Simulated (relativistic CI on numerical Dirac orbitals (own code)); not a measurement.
Cl8+: what numerical and physical settings do to a radial Dirac CI calculation

Reference input:

```
atom Cl  Z=17  charge=8  electrons=9
nucleus A=35  rms_radius_fm=3.3654
hamiltonian dirac-coulomb  breit=on  qed=on  c_scale=1
orbitals kli  potential=per-configuration
slater_scale 1
correlation none
mixing on
grid step=0.0125 r_max=11.4
scf mixing=0.4 start=green max_iterations=150 tolerance=2e-08 node_fill=0.05
configurations
  [He] 2s2 2p5
  [He] 2s 2p6
  [He] 2s2 2p4 3s
end
```

Computed lowest total energy -433.27597 Ha, first excitation 13587.0 cm⁻¹, 28 SCF steps. Runs with settings changed; * marks those that are bad on purpose:

```tsv
Changed	Outcome	Lowest level	ΔE (Ha)	First excitation (cm⁻¹)	SCF steps	Message
SCF tolerance 0.0001, nuclear radius 3.7019 fm	converged	2s²2p⁵ ²P°3/2	9.21e-05	13587.1	19	
iteration limit 20	converged	2s²2p⁵ ²P°3/2	0	13587.0	28	
end of the grid at 5.7 bohr	not converged				28	orbital 3s not found
grid step 0.002 *	refused				0	the grid has 8125 points, outside 40 to 4096
node fill of the KLI weights 50 *	converged	2s²2p⁵ ²P°3/2	0.0659	13907.0	31
```
